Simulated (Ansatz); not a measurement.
Reaction (formal exchange of groups at a B–C bond): `CC(Cl)BS` + `F[SiH2]O[SiH3]` → `[SiH3]O[SiH2]BS` + `CC(F)Cl`

Computed with Ansatz on PBE0-D4/def2-TZVP structures; ΔE is electronic, products minus reactants. CCSD(T)/CBS is the MP2 limit (def2-TZVPP, def2-QZVPP) plus CCSD(T) − MP2 in def2-TZVPP, frozen cores. DFT in def2-TZVPP. B3LYP here is the variant with VWN-RPA as its local correlation; programs differ in this. Each species was taken in one conformer, which may not be the lowest.

```tsv
level	ΔE (eV)	difference from CCSD(T)/CBS
PBE-D4	2.08	-0.32
r2SCAN-D4	2.24	-0.16
PBE0-D4	2.18	-0.22
B3LYP-D4	2.27	-0.13
ωB97X-V	2.24	-0.16
ωB97M-V	2.32	-0.08
B2PLYP	2.36	-0.04
PBE	2.07	-0.33
r2SCAN	2.24	-0.16
PBE0	2.17	-0.23
B3LYP	2.25	-0.15
HF/def2-TZVPP	2.43	0.03
MP2/def2-TZVPP	2.53	0.13
SCS-MP2/def2-TZVPP	2.48	0.08
CCSD/def2-TZVPP	2.39	-0.01
CCSD(T)/def2-TZVPP	2.37	-0.03
HF/def2-QZVPP	2.46	0.06
MP2/def2-QZVPP	2.56	0.16
SCS-MP2/def2-QZVPP	2.51	0.11
HF/CBS(def2)	2.46	0.06
MP2/CBS(def2)	2.56	0.16
CCSD/CBS(def2)	2.42	0.02
CCSD(T)/CBS	2.40	0
```

Largest T1 diagnostic among the species: 0.014.

From PBE to PBE0 (25 % exact exchange), in def2-TZVPP and without D4, ΔE moves by +0.10 eV.
